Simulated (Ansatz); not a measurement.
# BF3 (boron trifluoride): where methods fail along a bond

BF3: 4 atoms, total charge 0, spin state singlet. As SMILES, `FB(F)F`. Geometry: relaxed at GFN2-xTB.

| atom | x (Å) | y (Å) | z (Å) |
| --- | --- | --- | --- |
| B | 0.0001 | 0.0000 | -0.0002 |
| F | 1.3003 | -0.0277 | 0.0135 |
| F | -0.6262 | 1.1398 | -0.0173 |
| F | -0.6742 | -1.1121 | 0.0040 |

The B1–F4 distance is scanned; the parts on either side stay rigid. Basis STO-3G, 4 core orbitals frozen in the correlated methods; program Ansatz 0.2.0. FCI is exact within this basis and core. Energies in eV from each method's value at 1.301 Å; methods without a U are spin-restricted. The shape above is that at 1.301 Å.

```json
{"distance (Å)": "1.301", "r2SCAN": "0.00", "PBE0": "0.00", "BHLYP": "0.00", "r2SCAN0": "0.00", "CAM-B3LYP": "0.00", "wB97X": "0.00", "wB97M-V": "0.00", "FCI": "0.00"}
{"distance (Å)": "1.626", "r2SCAN": "1.24", "PBE0": "1.34", "BHLYP": "1.53", "r2SCAN0": "1.45", "CAM-B3LYP": "1.38", "wB97X": "1.33", "wB97M-V": "1.35", "FCI": "1.28"}
{"distance (Å)": "1.951", "r2SCAN": "3.65", "PBE0": "3.87", "BHLYP": "4.23", "r2SCAN0": "4.06", "CAM-B3LYP": "3.95", "wB97X": "3.90", "wB97M-V": "3.93", "FCI": "3.47"}
{"distance (Å)": "2.601", "r2SCAN": "7.25", "PBE0": "7.76", "BHLYP": "8.55", "r2SCAN0": "8.05", "CAM-B3LYP": "8.05", "wB97X": "8.05", "wB97M-V": "8.08", "FCI": "5.67"}
{"distance (Å)": "3.252", "r2SCAN": "8.77", "PBE0": "9.51", "BHLYP": "10.59", "r2SCAN0": "9.82", "CAM-B3LYP": "10.04", "wB97X": "10.13", "wB97M-V": "10.18", "FCI": "5.99"}
```

Departure from the FCI curve at its largest: r2SCAN +2.78 eV at 3.25 Å; PBE0 +3.52 eV at 3.25 Å; BHLYP +4.60 eV at 3.25 Å; r2SCAN0 +3.84 eV at 3.25 Å; CAM-B3LYP +4.05 eV at 3.25 Å; wB97X +4.14 eV at 3.25 Å; wB97M-V +4.20 eV at 3.25 Å. Functionals converge differently with the basis, so for them the departure isn't an error alone.
